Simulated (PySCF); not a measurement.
YCl₂, SMILES [Cl][Y+][Cl], charge +1. Atoms are numbered in the order given.

```xyz
3

Y      0.0000     0.0000     0.6156
Cl     0.0000     1.9499    -0.7061
Cl     0.0000    -1.9499    -0.7061
```
Charge +1, spin multiplicity 1.

Geometry: B3LYP-D3(BJ)/def2-TZVP. The multiplicity is an assumed one; other spin states were not compared. The isomer is the one that the SMILES or the coordinates give; other isomers of the formula were not compared. The def2 effective core potentials stand for the cores of Y; spin–orbit coupling is left out.

Method: CAM-B3LYP/def2-TZVPD run with PySCF.

Symmetry labels are those of the subgroup C2v that the program uses (full group C2v).

Q: List the valence orbital energies around the gap with their symmetry. (Estimate from the structure and the level; the computed values follow.)

A: 
| orbital | symmetry | energy (eV) |
|---|---|---|
| HOMO−7 | A1 | -28.57 |
| HOMO−6 | B2 | -28.37 |
| HOMO−5 | A1 | -16.41 |
| HOMO−4 | B2 | -16.14 |
| HOMO−3 | A1 | -15.72 |
| HOMO−2 | A2 | -15.62 |
| HOMO−1 | B1 | -15.49 |
| HOMO | B2 | -15.13 |
| LUMO | A1 | -7.33 |
| LUMO+1 | B1 | -6.53 |
| LUMO+2 | A1 | -6.48 |
| LUMO+3 | A2 | -5.85 |
